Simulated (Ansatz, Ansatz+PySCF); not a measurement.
| atom | x (Å) | y (Å) | z (Å) |
| --- | --- | --- | --- |
| Be | 0.0000 | 0.0000 | -0.9068 |
| C | 0.0000 | 0.0000 | 0.9068 |

Basis set: def2-SVP (spherical functions). Frozen core: 1 orbital. Correlation on ROHF uses semicanonical orbitals with singles. Charge 0, multiplicity 3.

Computed with Ansatz (development build ahead of 0.2.0); each method stands on the lowest determinant of its kind that the runs found.

(1) Give the atomization energy at this shape (free ground-state atoms in the same class of orbitals less the molecule, no zero-point energy) of triplet BeC by UHF-CCSD(T), UHF-MP2, ROHF-MP2, ROHF, UHF.

Results:

(1)

```tsv
method	atomization energy
UHF-CCSD(T)	1.57 eV
UHF-MP2	2.15 eV
ROHF-MP2	0.81 eV
ROHF	0.60 eV
UHF	2.15 eV
```

Caution for UHF-CCSD(T), UHF: a free atom is spin contaminated. Caution for UHF-CCSD(T), UHF-MP2, UHF: the unrestricted determinant is a mixture of spin states. Caution for ROHF-MP2: a plain start can end on a higher determinant. Caution for ROHF-MP2, ROHF: an unrestricted determinant lies well below.
